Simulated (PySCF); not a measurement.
# Dipole moment and polarisability of `Cc1ccpc(C)c1`

Compound: C7H9P.
Cartesian coordinates in Å at the GFN2-xTB level; atoms count from 1:
```xyz
17
C7H9P angstrom
C     -1.535   -1.920   -0.108
C     -0.896   -0.571    0.034
C     -1.691    0.541    0.286
C     -1.198    1.821    0.413
P      0.465    2.285    0.281
C      1.194    0.730   -0.033
C      2.686    0.690   -0.216
C      0.481   -0.451   -0.115
H     -2.451   -1.980    0.475
H     -1.787   -2.104   -1.153
H     -0.858   -2.707    0.216
H     -2.758    0.389    0.389
H     -1.899    2.623    0.615
H      2.942    0.237   -1.173
H      3.105    1.694   -0.181
H      3.150    0.094    0.570
H      1.043   -1.358   -0.312
```

Level: B3LYP/def2-SVPD (PySCF), static field, nuclei fixed, core orbitals frozen in the response. The polarisability tensor in these axes (au):

```
x   126.81   9.69  -5.23
y     9.69 127.56   7.96
z    -5.23   7.96  70.22
```

Problem. Diagonalise the tensor; give its mean and Δα, where Δα² is half the sum of the squared differences of the eigenvalues.

Solution. Principal values 68.39, 119.23 and 136.95 au; mean 108.19 au = 16.03 Å³ = 17.84 × 10⁻⁴⁰ C²·m²/J; Δα = 61.64 au (57 % of the mean).

Problem. What is the dipole moment, and where does it point?

Solution. (-0.48, -1.92, -0.26) D, 1.99 D in size, pointing from the negative to the positive side. Measured along this direction, the outermost atoms are H15 and P5 at the negative end and H11 at the positive end.

Problem. In a dilute gas of rigid molecules at 350 K, how does the orientational term μ²/3kT compare with the electronic polarisability?

Solution. In Gaussian units μ²/3kT = 27.39 Å³ against 16.03 Å³, a ratio of 1.71; the Debye molar polarisation (4π/3)N_A(α + μ²/3kT) is 109.5 cm³/mol, leaving out the vibrational part.

Problem. Estimate the molar refractivity from the static electronic polarisability.

Solution. Lorentz–Lorenz: R = (4π/3)N_A α = 2.5225 cm³/(mol·Å³) × 16.03 Å³ = 40.4 cm³/mol, in the limit of long wavelengths.

Problem. Find the Langevin capture rate constant for H3+ (3.023 u) meeting this molecule (124.044 u), k = 2.342 × 10⁻⁹ cm³/s × √(α in Å³ / reduced mass in u).

Solution. The reduced mass is 2.95 u, so k = 5.46 × 10⁻⁹ cm³/s. The formula leaves out the permanent dipole, which adds to the capture rate.

Isolated species at its GFN2-xTB geometry, gas phase. GFN2-xTB frequencies show an imaginary mode (44i cm⁻¹), so this geometry is no minimum at that level.
